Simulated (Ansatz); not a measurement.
Computed with Ansatz on PBE0-D4/def2-TZVP structures; ΔE is electronic, products minus reactants. CBS: MP2 limit from def2 TZ/QZ plus the TZ coupled-cluster correction, frozen cores. This one scheme is used for every species. Functionals use def2-TZVPP. HSE06 is defined as in plane-wave codes. For Br outer-core shells are correlated without core-valence functions, which leaves a few kJ/mol of doubt a bond. Scalar relativity is left out up to krypton. One conformer a species, not always the lowest.

Consider the hydrogenolysis of the Si–Br bond: `O[SiH2][SiH2]Br` + H₂ → `O[SiH2][SiH3]` + HBr.

(1) Is it downhill or uphill in electronic energy at CCSD(T)/CBS, and by how much? (Best estimate.)

(2) What do these levels give: PBE0-D4, r2SCAN0-D4, HSE06-D4, BHLYP-D4, B2PLYP, r2SCAN, r2SCANh, r2SCAN0, BHLYP, RPA@PBE/def2-TZVPP, CCSD/def2-SVP, CCSD(T)/def2-TZVPP? (Best estimate.)

Largest T1 diagnostic among the species: 0.012.

Results:

(1) The calculation gave: Uphill: ΔE = +0.81 eV.

(2) The calculation gave: PBE0-D4 0.78, r2SCAN0-D4 0.81, HSE06-D4 0.78, BHLYP-D4 0.78, B2PLYP 0.72, r2SCAN 0.80, r2SCANh 0.79, r2SCAN0 0.79, BHLYP 0.67, RPA@PBE/def2-TZVPP 0.66, CCSD/def2-SVP 0.54, CCSD(T)/def2-TZVPP 0.71 eV.

The D4 term adds +0.11 eV with B3LYP and +0.06 eV with PBE0; it sums over pairs of atoms, weighted by their polarisabilities, and B3LYP, whose exchange is more repulsive, gets the larger term. In def2-TZVPP, CCSD(T) changes the Hartree–Fock value by +0.09 eV (the triples alone add +0.04 eV) and MP2 by +0.21 eV.

B3LYP here is the variant with VWN-RPA as its local correlation; programs differ in this.
